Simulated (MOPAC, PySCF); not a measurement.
H2AlI2N, SMILES `[NH2][Al]([I])[I]`, neutral singlet in the gas phase. 

Cartesian coordinates (Å):
SMILES: [NH2][Al]([I])[I]
```xyz
6

N     -1.0880    -0.0387     0.0832
Al     0.6598     0.0236    -0.0505
I      1.9483    -2.0835    -0.1028
I      1.7892     2.2166    -0.1831
H     -1.6856     0.7725     0.1102
H     -1.6237    -0.8904     0.1429
```
Charge 0, multiplicity 1.

All levels are single points at this geometry (B3LYP-D3(BJ)/def2-TZVP); Pople sets use spherical d functions. Orbital energies aren't observables, and empty levels follow the basis.

SVWN5/6-31G* (LANL2DZ on I) in PySCF gives gap (eV) = 4.41.

**Question.** Estimate the gap (eV) from each of these levels: PBE-D3(BJ)/def2-TZVP in PySCF; ωB97X-D3(BJ)/def2-TZVP in PySCF; B3LYP/6-31G* (LANL2DZ on I) in PySCF; BP86/6-31G* (LANL2DZ on I) in PySCF; M06-2X/6-31G* (LANL2DZ on I) in PySCF; HF/6-31G* (LANL2DZ on I) in PySCF; AM1 in MOPAC; PM6 in MOPAC.

**Answer.** 
```tsv
level	gap (eV)
PBE-D3(BJ)/def2-TZVP in PySCF	4.50
ωB97X-D3(BJ)/def2-TZVP in PySCF	10.70
B3LYP/6-31G* (LANL2DZ on I) in PySCF	6.09
BP86/6-31G* (LANL2DZ on I) in PySCF	4.49
M06-2X/6-31G* (LANL2DZ on I) in PySCF	8.03
HF/6-31G* (LANL2DZ on I) in PySCF	12.05
AM1 in MOPAC	8.87
PM6 in MOPAC	9.99
```
